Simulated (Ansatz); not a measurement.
System: CClF2, charge 1, multiplicity 1. 
Geometry from a B3LYP-D3(BJ)/def2-TZVP (Ansatz, a quantum-chemistry and plane-wave program) optimisation:
```xyz
4

F     -1.1217    -0.9789     0.0111
C     -0.3783     0.0286     0.0023
F     -0.9618     1.1365     0.0016
Cl     1.2365    -0.0935    -0.0075
```
Charge +1, spin multiplicity 1.

Basis-set convergence of Hartree-Fock and CCSD(T) correlation energies (hartree) with Ansatz. Cores are frozen in the correlated levels unless marked. Spin-orbit coupling is left out. No relativistic terms.

```tsv
basis	functions	E(HF)	E(corr, CCSD(T))	rough core time
cc-pV(D+d)Z	65	-695.89101	-0.66705	under 20 s
cc-pV(T+d)Z	129	-695.99327	-0.86879	under 20 s
cc-pV(Q+d)Z	229	-696.01605	-0.93912	60 s
```

Extrapolating the two largest sets (X = 3 and 4) as X^-3: E(corr) = (64·(-0.93912) - 27·(-0.86879))/37 = -0.9904 Eh, an estimate of the basis-set limit. The largest set recovers 94.8 % of it, the smallest 67.3 %.
